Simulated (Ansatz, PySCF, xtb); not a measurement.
Torsion H4–C1–Ge2–I3 in CH3GeI (SMILES [CH3][Ge][I]); at each angle all else is relaxed with GFN2-xTB, and the levels are single points there.
Geometry at 60° (charge 0, multiplicity 1):
```xyz
6

C     -0.68008    -0.02184     0.00146
Ge     0.87156     1.29426    -0.04109
I      2.70008    -0.36544     0.65384
H     -0.80617    -0.45201     0.99715
H     -1.61764     0.46435    -0.27286
H     -0.51708    -0.84856    -0.69297
```

On the grid 0° to 120°, 0° is the highest and 60° the lowest point at MP2/CBS(def2-TZVPP, def2-QZVPP) + ΔCCSD(T)/def2-TZVPP.

Programs: Ansatz (Gaussian orbitals); PySCF for M06-2X, the dispersion terms; xtb for the GFN methods.  In def2 rows elements past Kr take small-core potentials, without spin–orbit coupling.

```csv
level,energy at 0° less that at 60° (kcal/mol)
GFN1-xTB,0.25
PBE/def2-TZVPP,0.34
BLYP-D3(BJ)/def2-TZVPP,0.37
BLYP-D4/def2-TZVPP,0.35
r2SCAN-D3(BJ)/def2-TZVPP,0.51
B3LYP/def2-TZVPP,0.38
B3LYP-D4/def2-TZVPP,0.45
PBE0-D3(BJ)/def2-TZVPP,0.52
M06-2X/def2-TZVPP,___
```

Question: What belongs in the gaps?

Answer: 
- M06-2X/def2-TZVPP, energy at 0° less that at 60° (kcal/mol): 0.64

Ansatz is an electronic-structure program.
